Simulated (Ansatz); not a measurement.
Cartesian coordinates in Å:
```
C -1.054 -1.181 -0.234
O -0.697 0.022 -0.879
Sn 1.095 0.808 -0.641
O 1.464 0.690 1.290
F 0.836 2.691 -0.966
H -0.747 -1.204 0.817
H -2.145 -1.252 -0.275
H -0.643 -2.058 -0.745
H 1.890 1.483 1.632
```

The species carries charge 0 and has multiplicity 2. Sn: def2 effective core potential.

(1) List the PBE/def2-TZVPP orbital energies in eV (the Gaussian-basis code of Ansatz). (An estimate is asked.)

Results:

(1) Ansatz gave: α occupied: -658.84, -510.81, -510.49, -270.31, -133.76, -89.75, -89.70, -89.66, -28.46, -26.85, -26.43, -26.15, -26.12, -25.80, -24.70, -24.00, -16.79, -13.30, -11.62, -11.14, -11.04, -10.56, -9.12, -8.99, -8.65, -7.77, -7.72, -6.90, -5.97. α empty: -0.90, -0.79, -0.54, 1.05, 1.32, 2.13, 2.28, 2.70. β occupied: -658.77, -510.65, -510.38, -270.31, -133.73, -89.69, -89.67, -89.64, -28.33, -26.72, -26.29, -26.07, -26.05, -25.68, -24.47, -23.80, -16.71, -13.10, -11.46, -11.00, -10.98, -10.38, -8.97, -8.86, -8.42, -7.57, -7.39, -6.74. β empty: -5.12, -0.55, -0.52, -0.21, 1.16, 1.49, 2.22, 2.48. ⟨S²⟩ = 0.752.
